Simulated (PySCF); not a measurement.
**LaI from Hartree–Fock to correlated methods**

State: triplet, about 0.1 electrons in the 4f shell (Mulliken). Set-up: La def2-TZVPP with ECP46, I def2-TZVPP with ECP28; scalar-relativistic core potentials (PySCF 2.14). De refers to La (5d1 6s2) + I in their high-spin ground configurations, without counterpoise correction. The functionals are run spin-unrestricted. A positive dipole means La(−)I(+). Levels whose curve was spin-contaminated or gave no clean fit are not listed.

| Level | Re (Å) | ωe (cm⁻¹) | De (eV) | μ (D) | CPU s a point (SCF and correlation, without the integrals) |
| --- | --- | --- | --- | --- | --- |
| UHF | 3.062 | 160 | n/a | -6.25 | 2.9 |
| UHF-MP2 | 2.943 | 179 | n/a | n/a | 5.4 |
| UHF-SCS-MP2 | 2.968 | 174 | n/a | n/a | n/a |
| PBE | 2.950 | 172 | 3.99 | -4.77 | 3.9 |
| r²SCAN | 2.960 | 173 | 4.04 | -5.42 | 6 |
| B3LYP | 2.984 | 168 | 3.75 | -5.29 | 6.5 |
| PBE0 | 2.949 | 174 | 4.00 | -5.36 | 7.1 |
| r²SCAN0 | 2.957 | 174 | 4.00 | -5.71 | 8.1 |
| B97-3 | 2.972 | 169 | 3.61 | -5.30 | 13 |
| ωB97M-V | 2.972 | 171 | 3.76 | -5.74 | 16 |
| B2PLYP | 2.970 | 172 | 3.86 | -5.66 | 6.6 |

Problem. What does a quarter of exact exchange do here, going from PBE to PBE0?

Solution. PBE0 less PBE: -0.1 pm in Re, +1.2 % in ωe, +0.01 eV in De. Exact exchange removes part of the self-interaction that spreads semilocal densities, and in most molecules shortens and stiffens the bond and lowers De; so it does here.

Problem. What does the step from GGA to meta-GGA do here, going from PBE to r²SCAN?

Solution. r²SCAN less PBE: +1.0 pm in Re, +0.6 % in ωe, +0.05 eV in De. 

Problem. What does a quarter of exact exchange do here, going from r²SCAN to r²SCAN0?

Solution. r²SCAN0 less r²SCAN: -0.3 pm in Re, +0.6 % in ωe, -0.04 eV in De. Exact exchange removes part of the self-interaction that spreads semilocal densities, and in most molecules shortens and stiffens the bond and lowers De; so it does here.

Correlated steps freeze 4 core orbitals. These are scalar-relativistic numbers at best; spin–orbit coupling would shift them, the dissociation energy most. B2PLYP dipoles, levels and charges come from its SCF part alone. With d or f electrons several states lie close, and the lowest PBE0 determinant need not be the measured ground state.

The whole job (state search and all levels along the bond) took about 19 min on 2 threads of Arm Neoverse V1 (shared host), peak memory 5 GiB.
